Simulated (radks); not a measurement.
Values are calculated unless marked as measured or tabulated.
Question: The gallium ion Ga+, [Ar] 3d10 4s2. Code: a radial shooting solver on a logarithmic mesh with Libxc functionals. Model: non-relativistic Kohn-Sham, exchange-only LDA, spin-polarised, spherical densities, point nucleus. Every spin shell is full or empty, so the densities are truly spherical. Functionals are evaluated on that one density, not self-consistently. Rank these orbital-free kinetic functionals by their error against the exact value of the orbitals, and give that value: Thomas-Fermi, LC94, revAPBEK, Perdew 92, Thakkar, Pearson, PG1, DePristo-Kress.

Answer: Exact: 1918.90 hartree. From best to worst, with 100 (|E| - |E exact|)/|E exact| (equal figures are ties): LC94 -0.09, DePristo-Kress -0.18, revAPBEK +0.23, Thakkar -0.55, Perdew 92 -0.84, Pearson -1.26, Thomas-Fermi -6.27, PG1 +18.21.
